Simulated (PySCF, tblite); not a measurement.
C₃H₉NOSi.
Cartesian coordinates in Å at the PBE0-D3(BJ)/def2-SVP level; atoms count from 1:
```
atom  x, y, z in Å
C1    -2.3215    0.4694    0.6320
Si2   -1.3259   -0.4628   -0.6418
N3     0.3561   -0.7230   -0.1277
C4     1.1601    0.3637    0.0800
C5     2.5857    0.0844    0.4916
O6     0.7216    1.4908   -0.0606
H7    -1.8712    1.4609    0.7842
H8    -3.3596    0.6002    0.2885
H9    -2.3377   -0.0652    1.5937
H10   -1.3484    0.2271   -1.9631
H11   -1.8403   -1.8571   -0.8178
H12    0.7541   -1.6464   -0.0055
H13    3.1354    1.0309    0.5406
H14    3.0772   -0.5919   -0.2245
H15    2.6091   -0.3998    1.4804
```

Jobs on this species (15 atoms, 56 electrons) with PySCF (density fitting) and tblite. Hardware of each: one thread, Arm Neoverse N1 (aarch64) (shared host). Other jobs ran on the host; a repeat could differ by tens of per cent or more.

| level and settings | work | basis functions | SCF cycles | wall time |
| --- | --- | --- | --- | --- |
| PBE0/def2-SVPD, IEF-PCM dimethylsulfoxide | 6 singlets by full TDDFT, polarisability | 199 | ? | ? |
| PBE0/pcSseg-1, IEF-PCM dimethylsulfoxide | shieldings, charges and field gradients | 154 | ? | ? |
| PBE0/pcSseg-1, IEF-PCM tetrahydrofuran | shieldings | 154 | 13 | 28 s |
| PBE0/def2-SVPD | 10 singlets by full TDDFT, 4 Tamm–Dancoff triplets, polarisability, dynamic polarisability, ΔSCF ions, density and orbital grids written | 199 | 14 | 4.3 min |
| PBE0/pcSseg-1 | shieldings, charges and field gradients, density and orbital grids written | 154 | 13 | 39 s |
| GFN2-xTB | Hessian by finite differences | – | – | 0.68 s |
| GFN2-xTB | L-BFGS relaxation | – | – | 0.9 s |
| BHandHLYP/aug-pcX-1 (pcseg-1 on H, def2-SVPD on Si) | K-edge TDA, 32 lines | 234 | 13 | 41 s |
| PBE/pcSseg-2 | shieldings | 349 | 16 | 2.2 min |

Fill in the missing figures.

- PBE0/def2-SVPD, IEF-PCM dimethylsulfoxide; 6 singlets by full TDDFT, polarisability: 48 s, 14 SCF cycles
- PBE0/pcSseg-1, IEF-PCM dimethylsulfoxide; shieldings, charges and field gradients: 33 s, 13 SCF cycles

What do all jobs in the table cost together?

About 9.7 min; the longest takes about 44 % of that, and about 380 times as long as the shortest.
